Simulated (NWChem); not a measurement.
# ScBrF2; SMILES [F][Sc]([F])[Br]

```xyz
4

Sc     0.0000     0.0000     0.8986
F      0.0000    -1.5370     1.8463
F      0.0000     1.5370     1.8463
Br     0.0000     0.0000    -1.5575
```
Atoms are numbered in this order, from 1.

Level: PBE0/def2-SVP (NWChem), optimised geometry, unscaled harmonic frequencies. This build's default masses of Se (78.918 u) and Br (79.917 u) are each other's, which moves their modes by up to 0.6 %.

```csv
frequency (cm⁻¹),IR intensity (km/mol)
76,82.2
110,7.8
154,3.1
329,54.3
732,181.9
782,220.3
```

```
Property                                                                            Value
-----------------------------------------------------------------------  ----------------
zero-point energy                                                            3.1 kcal/mol
thermal correction to the enthalpy at 298.15 K (with zero-point energy)      7.2 kcal/mol
heat capacity Cv                                                         14.8 cal/(mol K)
entropy at 298.15 K and 1 atm (symmetry number 2)                        79.4 cal/(mol K)
dipole moment                                                                      0.86 D
```

Rigid rotor and harmonic oscillator; modes under 100 cm⁻¹ make the entropy uncertain.
